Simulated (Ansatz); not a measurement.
Coupled-cluster run, C2H5NOSi (`CO[SiH2]C#N`).

```yaml
crystal:
  periodic: [false, false, false]
  atoms:
    - {symbol: C, position_ang: [-1.256788, 0.507013, -0.785520]}
    - {symbol: O, position_ang: [-0.000523, 0.982103, -0.339984]}
    - {symbol: Si, position_ang: [0.909830, 0.245969, 0.786459]}
    - {symbol: C, position_ang: [1.302382, -1.482235, 0.223400]}
    - {symbol: N, position_ang: [1.515231, -2.554880, -0.138908]}
    - {symbol: H, position_ang: [-1.966509, 0.423165, 0.044081]}
    - {symbol: H, position_ang: [-1.646583, 1.222104, -1.509853]}
    - {symbol: H, position_ang: [-1.158027, -0.469305, -1.269655]}
    - {symbol: H, position_ang: [2.175901, 0.989479, 0.910726]}
    - {symbol: H, position_ang: [0.208384, 0.085389, 2.082155]}
basis:
  gaussian: {orbitals: def2-SVP}
correlation: {method: ccsd_t}
```

```sh
$ ansatz run in.yaml --threads 4 --pin off --events-out ev --progress --plain --max-ram 10444MiB
```

Log, shortened:

```
Functional definition: HF
985 factors; integrals over basis functions are off by at most 1.5e-3 eV
mean field evaluation 1: about -13511.4189 eV, gradient 3.8e1 eV
mean field evaluation 2: about -13511.4254 eV, gradient 3.8e1 eV
mean field evaluation 4: about -13514.9957 eV, gradient 4.5e0 eV
mean field evaluation 8: about -13515.0666 eV, gradient 3.3e-1 eV
mean field evaluation 16: about -13514.9890 eV, gradient 4.5e0 eV
mean field -13515.06698693 eV, -496.6695509284 hartree, gradient 2.4e-6 eV, S^2 0.000000; 0 other end points of the search recorded, 0 dependent functions left out
9 core orbitals not correlated: weight in the atoms' cores, before any rotation towards them, 1.000 or more for the frozen orbitals, at most 0.000 for the correlated occupied ones
reference -13515.06698693 eV, -496.6695509284 hartree; 14, 14 occupied and 76, 76 virtual orbitals, 985 factors
second order -18.93153992 eV of doubles, -0.00000000 eV of singles
cycle   1  -19.25063838 eV  change   -3.2e-1 eV  update   1.1e-1
cycle   2  -19.85837250 eV  change   -6.1e-1 eV  update   3.3e-2
cycle   3  -20.00088150 eV  change   -1.4e-1 eV  update   1.6e-2
cycle   4  -20.00099061 eV  change   -1.1e-4 eV  update   4.3e-3
cycle   5  -20.00396022 eV  change   -3.0e-3 eV  update   1.9e-3
cycle   6  -20.00501770 eV  change   -1.1e-3 eV  update   4.9e-4
cycle   7  -20.00495856 eV  change    5.9e-5 eV  update   1.9e-4
cycle   8  -20.00500085 eV  change   -4.2e-5 eV  update   4.7e-5
cycle   9  -20.00501325 eV  change   -1.2e-5 eV  update   1.7e-5
perturbative correction -0.64231706 eV, -0.0236047165 hartree
Total energy: -13535.71431724 eV, -497.4283263219 hartree
```

Hardware: 4 threads of an Arm Neoverse N1 on a shared host. Wall time 6 s, peak host memory 0.45 GiB.

The correlation energy is -20.647 eV, 3.1 % of it from (T); the T1 diagnostic reads 0.0123.
